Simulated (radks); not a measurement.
Neutral niobium inside a hard spherical wall (all orbitals vanish at R), configuration held at [Kr] 4d4 5s1 and not refilled when levels cross. All-electron calculation, scalar-relativistic Kohn-Sham, r2SCAN, spin-polarised, spherical densities, finite nucleus; open shells are filled with parallel spins first (spin-orbit coupling, left out, can overturn this in heavy ions); meta-GGA in the generalised Kohn-Sham scheme; Fermi nuclear charge, rms radius 4.324 fm. Program: a radial shooting solver on a logarithmic mesh with Libxc functionals. Eigenvalues in eV for spin up, with the zero of energy where the potential of the charges vanishes at infinity; a dash marks a level that is unbound or too diffuse for the functional's potential to be trusted. A positive occupied level is held by the wall or, in an anion where self-interaction has pushed it up, behind a barrier. The pressure on the wall is -dE/dV.

R (bohr)  E (hartree)  kinetic (hartree)    e(4s)    e(4p)   e(5s)   e(4d)  e(5p, empty)  e(6s, empty)  pressure (GPa)
free      -3820.26901           3933.543  -60.531  -36.172  -4.740  -3.851        -1.225             -               0
20        -3820.26901           3933.543  -60.531  -36.172  -4.740  -3.851        -1.225             -        < 0.0001
12        -3820.26895           3933.543  -60.524  -36.165  -4.735  -3.845        -1.185         1.480         0.00110
10        -3820.26844           3933.548  -60.483  -36.124  -4.704  -3.810        -1.066         2.793          0.0153
7         -3820.25254           3933.653  -59.850  -35.505  -4.118  -3.273         0.160         9.454           0.883
5         -3820.11195           3934.295  -57.171  -32.943  -0.700  -0.911         5.477        28.429            17.3
4         -3819.74005           3935.713  -53.311  -29.312   6.475   2.977        15.283        56.936            99.5
3.5       -3819.23673           3937.558  -49.834  -26.000  14.984   6.976        26.121        85.037             277
1.5       -3773.16976           4075.292   68.681   104.57  407.80  163.66        439.95        910.68          131000
